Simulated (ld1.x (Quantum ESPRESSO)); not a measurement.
# What the settings do to the PAW potential of beryllium (Be)

Base potential:

Be (Z = 4), PAW, made with ld1.x (Quantum ESPRESSO) 7.5 (PBEsol, scalar-relativistic). Core none, reference 1s2 2s1 2p0 (charge +1). Waves: 1s (bound): rcut 0.65, rcutus 0.75 bohr; 2s (bound): rcut 0.65, rcutus 0.75 bohr; 2p (bound, empty): rcut 3.35, rcutus 4.45 bohr; 2p channel at -0.05 Ry: rcut 3.35, rcutus 4.45 bohr; 3d channel at 0.3 Ry: rcut 3.05, rcutus 4.10 bohr; 3d channel at 1 Ry: rcut 3.05, rcutus 4.10 bohr. Local part: all-electron potential smoothed inside 1.15 bohr (lloc = -2). Core correction: none. Augmentation charge: PSQ, inside the norm-conserving radii.

Cutoffs, loose and tight: the cutoffs (Ry, on a coarse ladder) from which the occupation-weighted sum of valence levels, in a spherical-Bessel basis at the reference potential, stays within 10 and 1 mRy of its value at 400 Ry. They do not see the model core or the augmentation charge, which bear on the density cutoff. Test errors are all-electron minus pseudo excitation energies from the reference, over the configurations 1s2 2s2 2p0; 1s2 2s0 2p0; 1s2 2s1.5 2p0; 1s2 2s1 2p1; 1s2 2s0 2p2; 1s2 2s0 2p1; 1s1 2s2 2p0. A dash means not determined; rows that change the core or the reference have their own tests. The largest error is taken over the tests solved by every variant that gives reliable tests at all: 1s2 2s0 2p0; 1s2 2s1 2p1; 1s2 2s1.5 2p0.

A true bound ghost makes a file unfit for plane-wave use even where its test errors are small: the radial tests pick states by their node count and pass the ghost by.

Cutoffs are not given where the Bessel-basis levels miss the radial ones by over 6 mRy, ghosts where they miss by over 20 mRy; a channel whose overlap is not positive is not tested.

A file whose overlap is not positive is unfit for use, and its test errors describe a broken file.

| change | outcome | cutoff, loose | cutoff, tight | bound ghosts | largest test error (meV) |
| --- | --- | --- | --- | --- | --- |
| base | generated, overlap not positive | – | – | not determined (overlap not positive) | -246 |
| local potential all-electron potential smoothed inside 0.95 bohr (lloc = -1) | generated, overlap not positive | – | – | not determined (overlap not positive) | -243 |
| functional PBE | generated, overlap not positive | – | – | not determined (overlap not positive) | -266 |
| type TM; waves now 1s (bound): rc 0.75 bohr; 2p (bound): rc 4.45 bohr; 3d channel at 0.3 Ry: rc 4.10 bohr; local potential all-electron potential smoothed inside 2.30 bohr (lloc = -1) | generated, misses its reference levels by 1.49 eV | 180 Ry | over 300 Ry | none | +1958 |
| non-relativistic | generated, overlap not positive | – | – | not determined (overlap not positive) | -246 |
| wave 3d channel at 0.3 Ry: rcut 3.05, rcutus 4.10 bohr becomes 3d channel at 1.93 Ry: rcut 3.05, rcutus 4.10 bohr | generated, overlap not positive | – | – | d (p not tested, overlap not positive) | -246 |

(1) What comes out with this change to the base: waves 2p (bound): rcut 3.35, rcutus 3.94 bohr; 2p channel at -0.05 Ry: rcut 3.35, rcutus 3.94 bohr?

(2) What comes out with this change to the base: reference 1s2 2s2 2p0; removed wave 3d channel at 1 Ry: rcut 3.05, rcutus 4.10 bohr?

## Answers

(1) outcome: generated, overlap not positive; bound ghosts: not determined (overlap not positive); largest test error (meV): -134. A file whose overlap is not positive is unfit for use, and its test errors describe a broken file.

(2) outcome: generated, overlap not positive; bound ghosts: not determined (overlap not positive); largest test error (meV): -67. A file whose overlap is not positive is unfit for use, and its test errors describe a broken file.
